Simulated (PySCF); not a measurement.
PySCF input (M06-2X/def2-TZVPD):

```python
from pyscf import gto, scf, dft

mol = gto.M(
    atom='''
    C     1.11914847   -0.28445832   -0.18134208
    F     1.83948772    0.65057113    0.42508283
    C    -0.35602499   -0.13675138   -0.07468208
    F    -0.76469360   -0.06961338    1.20373271
    F    -0.81253145    0.98138677   -0.68688334
    F    -0.94800045   -1.19153484   -0.66042884
    H     1.59289906   -0.81002884   -0.99738534
    ''',
    basis='def2-tzvpd',
    charge=0,
    spin=1,
    verbose=4,
)

mf = dft.UKS(mol, xc='m062x').density_fit(auxbasis='def2-universal-jkfit')
mf.grids.level = 4
mf.conv_tol = 1e-9
mf.max_cycle = 100
mf.max_memory = 1500
mf.kernel()
if not mf.converged:
    mf = mf.newton()
    mf.kernel(mf.make_rdm1())
for _ in range(2):
    mo, _, stable, _ = mf.stability(return_status=True)
    if stable:
        break
    mf.kernel(mf.make_rdm1(mo, mf.mo_occ))
mf.analyze()
```

End of the output:

```
Extra cycle  E= -476.166031997307  delta_E= -3.12e-11  |g|= 1.03e-05  |ddm|= 2.19e-05
converged SCF energy = -476.166031997307  <S^2> = 0.75465913  2S+1 = 2.0046537
uhf_internal: lowest eigs of H = [0.45385959 0.46571708 0.51108983]
<class 'pyscf.df.df_jk.DFUKS'> wavefunction is stable in the internal stability analysis
**** SCF Summaries ****
Total Energy =                        -476.166031997307130
Nuclear Repulsion Energy =             259.502464483545680
One-electron Energy =                -1175.533489022385311
Two-electron Energy =                  439.864992541532558
Two-electron Coulomb Energy =          492.773483588417264
DFT Exchange-Correlation Energy =      -52.908491046884720
HOMO-LUMO gap [eV] =                     7.154224137276056
**** MO energy ****
                             alpha | beta                alpha | beta
MO #1   energy= -25.305552012428   | -25.3018282580106  occ= 1 | 1
MO #2   energy= -25.2988912416054  | -25.298721172458   occ= 1 | 1
MO #3   energy= -25.2938997839058  | -25.2933934764968  occ= 1 | 1
MO #4   energy= -25.2911549628957  | -25.28991834546    occ= 1 | 1
MO #5   energy= -10.8192657094948  | -10.8197860164725  occ= 1 | 1
MO #6   energy= -10.6737620638404  | -10.6652824548268  occ= 1 | 1
MO #7   energy= -1.47898915480633  | -1.47722953883241  occ= 1 | 1
MO #8   energy= -1.42378997007932  | -1.4129313406453   occ= 1 | 1
MO #9   energy= -1.391088788674    | -1.39002215142776  occ= 1 | 1
MO #10  energy= -1.38455911297779  | -1.38159218351765  occ= 1 | 1
MO #11  energy= -0.910638925473229 | -0.888977662648081 occ= 1 | 1
MO #12  energy= -0.791381401413766 | -0.779168748760004 occ= 1 | 1
MO #13  energy= -0.71437484032098  | -0.711650259722248 occ= 1 | 1
MO #14  energy= -0.709276150961513 | -0.702635788728169 occ= 1 | 1
MO #15  energy= -0.704678287218507 | -0.697264436412981 occ= 1 | 1
MO #16  energy= -0.646566882175185 | -0.637218266586082 occ= 1 | 1
MO #17  energy= -0.624018166923372 | -0.591382262200844 occ= 1 | 1
MO #18  energy= -0.588700108971557 | -0.585415619539104 occ= 1 | 1
MO #19  energy= -0.585518392583459 | -0.57436884489053  occ= 1 | 1
MO #20  energy= -0.569856462761558 | -0.561259300293708 occ= 1 | 1
MO #21  energy= -0.548005424540754 | -0.547374351337391 occ= 1 | 1
MO #22  energy= -0.546231479327588 | -0.542929210695174 occ= 1 | 1
MO #23  energy= -0.529456826301963 | -0.527562923671762 occ= 1 | 1
MO #24  energy= -0.482483739150492 | -0.475367541768371 occ= 1 | 1
MO #25  energy= -0.329372712673187 | -0.0664598227521154 occ= 1 | 0
MO #26  energy= 0.0125165598616056 | 0.00926421744897254 occ= 0 | 0
MO #27  energy= 0.0352106380680387 | 0.0356625253877314 occ= 0 | 0
MO #28  energy= 0.0411126293061314 | 0.0413797322351405 occ= 0 | 0
MO #29  energy= 0.0529231822570379 | 0.0566026625344821 occ= 0 | 0
MO #30  energy= 0.0750907062718202 | 0.0761120679499566 occ= 0 | 0
MO #31  energy= 0.0878756649651959 | 0.0828464846329    occ= 0 | 0
MO #32  energy= 0.0937077024665175 | 0.0880715031474832 occ= 0 | 0
MO #33  energy= 0.0956851799141365 | 0.0939932529189749 occ= 0 | 0
MO #34  energy= 0.0996671495110834 | 0.0961927276627609 occ= 0 | 0
MO #35  energy= 0.126583038537809  | 0.131494707890366  occ= 0 | 0
MO #36  energy= 0.140068783763638  | 0.138440055722822  occ= 0 | 0
MO #37  energy= 0.143520989256989  | 0.142706375129197  occ= 0 | 0
MO #38  energy= 0.151031190700359  | 0.150858067192097  occ= 0 | 0
MO #39  energy= 0.1593752164021    | 0.156021017163515  occ= 0 | 0
MO #40  energy= 0.177741132847225  | 0.175020900911933  occ= 0 | 0
MO #41  energy= 0.178985767259794  | 0.177215322104216  occ= 0 | 0
MO #42  energy= 0.202098879930387  | 0.203183327056859  occ= 0 | 0
MO #43  energy= 0.211825985446905  | 0.216905666108553  occ= 0 | 0
MO #44  energy= 0.218521448407364  | 0.22868327077212   occ= 0 | 0
MO #45  energy= 0.237607940053391  | 0.234403798071066  occ= 0 | 0
MO #46  energy= 0.25536372455372   | 0.254865077358613  occ= 0 | 0
MO #47  energy= 0.265246571829674  | 0.262328329898582  occ= 0 | 0
MO #48  energy= 0.28198437264385   | 0.277286190307729  occ= 0 | 0
MO #49  energy= 0.289921710643962  | 0.287188447552484  occ= 0 | 0
MO #50  energy= 0.294175485681724  | 0.293535227065044  occ= 0 | 0
MO #51  energy= 0.306028315106909  | 0.302329647800275  occ= 0 | 0
MO #52  energy= 0.317026981092363  | 0.304759796199693  occ= 0 | 0
MO #53  energy= 0.331723681803378  | 0.324785006713914  occ= 0 | 0
MO #54  energy= 0.337698916203017  | 0.334524735292197  occ= 0 | 0
MO #55  energy= 0.344462887696589  | 0.3451242078605    occ= 0 | 0
MO #56  energy= 0.361447266161911  | 0.359375125806218  occ= 0 | 0
MO #57  energy= 0.382201634378102  | 0.378266678707292  occ= 0 | 0
MO #58  energy= 0.390355389486601  | 0.390024327043195  occ= 0 | 0
MO #59  energy= 0.406802024021394  | 0.399186286857624  occ= 0 | 0
MO #60  energy= 0.415915780167783  | 0.406045357790933  occ= 0 | 0
MO #61  energy= 0.425776098919363  | 0.417740854937572  occ= 0 | 0
MO #62  energy= 0.439528895527957  | 0.427113701629477  occ= 0 | 0
MO #63  energy= 0.449041570900172  | 0.445103409993063  occ= 0 | 0
MO #64  energy= 0.456018391434194  | 0.453127006028978  occ= 0 | 0
MO #65  energy= 0.462978509763344  | 0.458099561300756  occ= 0 | 0
MO #66  energy= 0.517383473733975  | 0.497469472891748  occ= 0 | 0
MO #67  energy= 0.534413780670185  | 0.527998122475999  occ= 0 | 0
MO #68  energy= 0.541293842391694  | 0.537597628344266  occ= 0 | 0
MO #69  energy= 0.571141042895733  | 0.563600627916428  occ= 0 | 0
MO #70  energy= 0.595515648562836  | 0.587973638905262  occ= 0 | 0
MO #71  energy= 0.60180488139999   | 0.600743164396449  occ= 0 | 0
MO #72  energy= 0.620594643353516  | 0.620316509601441  occ= 0 | 0
MO #73  energy= 0.629216179044526  | 0.630093907055442  occ= 0 | 0
MO #74  energy= 0.635812793687897  | 0.633128101118789  occ= 0 | 0
MO #75  energy= 0.652753736589115  | 0.65318571295804   occ= 0 | 0
MO #76  energy= 0.661644572327246  | 0.661433010776155  occ= 0 | 0
MO #77  energy= 0.671772007947287  | 0.666680114405377  occ= 0 | 0
MO #78  energy= 0.682894293445845  | 0.67958432492654   occ= 0 | 0
MO #79  energy= 0.702439324732528  | 0.69338668935201   occ= 0 | 0
MO #80  energy= 0.713249534551339  | 0.711488774883053  occ= 0 | 0
MO #81  energy= 0.727174250598793  | 0.7269745865495    occ= 0 | 0
MO #82  energy= 0.750540927594341  | 0.745609290974101  occ= 0 | 0
MO #83  energy= 0.753297279252565  | 0.751141737734564  occ= 0 | 0
MO #84  energy= 0.773348062972986  | 0.768196965677976  occ= 0 | 0
MO #85  energy= 0.798014934441463  | 0.787928898879486  occ= 0 | 0
MO #86  energy= 0.82361866861983   | 0.814189685682808  occ= 0 | 0
MO #87  energy= 0.832881038221842  | 0.830548667551514  occ= 0 | 0
MO #88  energy= 0.838627191954729  | 0.837627730099202  occ= 0 | 0
MO #89  energy= 0.848442580547014  | 0.844436554521051  occ= 0 | 0
MO #90  energy= 0.856972907801128  | 0.855054059885384  occ= 0 | 0
MO #91  energy= 0.881226835032151  | 0.877008264980282  occ= 0 | 0
MO #92  energy= 0.930660361643851  | 0.932496088358485  occ= 0 | 0
MO #93  energy= 0.943143729234936  | 0.950633365549195  occ= 0 | 0
MO #94  energy= 0.975091065762989  | 0.972552067548728  occ= 0 | 0
MO #95  energy= 0.976969027719025  | 0.97881579779908   occ= 0 | 0
MO #96  energy= 1.00906747030099   | 1.0080010253392    occ= 0 | 0
MO #97  energy= 1.03504247272428   | 1.03084462977375   occ= 0 | 0
MO #98  energy= 1.03840514332575   | 1.03940907254062   occ= 0 | 0
MO #99  energy= 1.1031924727077    | 1.09747206017826   occ= 0 | 0
MO #100 energy= 1.11204848120383   | 1.11105635517953   occ= 0 | 0
MO #101 energy= 1.15045644747856   | 1.1522127322768    occ= 0 | 0
MO #102 energy= 1.18305473182278   | 1.18700810427036   occ= 0 | 0
MO #103 energy= 1.19757387598924   | 1.19749906381394   occ= 0 | 0
MO #104 energy= 1.23238805983768   | 1.23387329593853   occ= 0 | 0
[...]
```

It need not be the lowest isomer of its formula.
